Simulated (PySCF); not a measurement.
BClH₂S₂, SMILES SB(S)Cl.

Geometry optimised at PBE0-D3(BJ)/def2-SVP. Other conformers were not sampled.

These are TDA-PBE0/def2-SVPD (PySCF 2.14.0) values and carry that method's errors.

Vertical excitations. The molecule is in vacuum. State labels are in the subgroup C2v.

Computed UV-visible absorptions:
```tsv
state	symmetry	energy (eV)	λ (nm)	f	main pairs
S1	A2	5.77	215	0.000	HOMO→LUMO+1 96 %
S2	B2	5.91	210	0.250	HOMO→LUMO 92 %
S3	A2	6.31	197	0.000	HOMO−2→LUMO 99 %
S4	B1	6.60	188	0.005	HOMO−1→LUMO+1 90 %
S5	A1	6.65	186	0.161	HOMO−1→LUMO 93 %
S6	A2	6.87	180	0.000	HOMO→LUMO+2 94 %
S7	A2	7.11	174	0.000	HOMO−3→LUMO 98 %
S8	B2	7.22	172	0.000	HOMO−2→LUMO+1 97 %
S9	B1	7.50	165	0.041	HOMO→LUMO+3 85 %
S10	B1	7.74	160	0.022	HOMO−1→LUMO+2 71 %
T1	B2	4.76	260	0	HOMO→LUMO 99 %
T2	A1	5.41	229	0	HOMO−1→LUMO 97 %
T3	A2	5.41	229	0	HOMO→LUMO+1 90 %
T4	A2	5.97	208	0	HOMO−2→LUMO 94 %
```
Triplets are in the Tamm–Dancoff approximation.
